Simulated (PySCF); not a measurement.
**Electron correlation in Be (beryllium, neutral)**

[He] 2s2, closed-shell 1S. Computed with PySCF 2.14 in pcseg-2, with no relativity, point nucleus. Frozen: 1s2; 2 electrons correlated.

Total MP2 correlation energy: -23.96 mhartree.

Same-spin part 0.00 and opposite-spin part -23.96 mhartree; SCS-MP2 scales them by 1/3 and 6/5 to -28.75 mhartree.

With two correlated electrons CCSD is exact within the correlated space (frozen core and kept virtual orbitals).

| level | correlation energy (mhartree) |
| --- | --- |
| CCSD | -42.20 |

Diagnostics: T1 = 0.019, D1 = 0.0267, largest double amplitude 0.143.

Problem. Is a single reference adequate?

Solution. Mostly. T1 lies below 0.03, but a double amplitude of this size points to a near-degeneracy that CCSD handles and MP2 describes poorly.
